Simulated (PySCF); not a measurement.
Rh(2+): excitation energy

Rh(2+) [Kr] 4d7 (4F) → Rh(2+) [Kr] 4d6 5s1 (6D), as a difference of total energies. All numbers are calculated (PySCF 2.14, the spin-free X2C one-electron Hamiltonian (Gaussian nucleus), in ANO-RCC-VTZP (7s6p4d2f1g, 68 functions)). Correlated levels: valence: [Kr] frozen; valence and next inner shell: [Ar] 3d10 frozen. The calculations carry no spin-orbit coupling.

```tsv
method	excitation energy (eV)
UHF	5.049
LDA	5.329
PBE	5.386
PBE0	5.519
r2SCAN	5.415
r2SCAN0	5.496
BP86	5.472
wB97X-V	6.000
MP2 (valence)	5.637
SCS-MP2 (valence)	6.126
MP2 (valence and next inner shell)	5.274
SCS-MP2 (valence and next inner shell)	5.595
```

Q: How much does correlation contribute at MP2 (valence and next inner shell)?

A: 5.274 − (5.049) = 0.225 eV, measured against UHF.

A first-order spin-orbit estimate (lowest level to lowest level, LS coupling) adds 0.074 eV.

The basis was made for the ground configuration and has no added diffuse functions, so the excitation energy can come out too high.
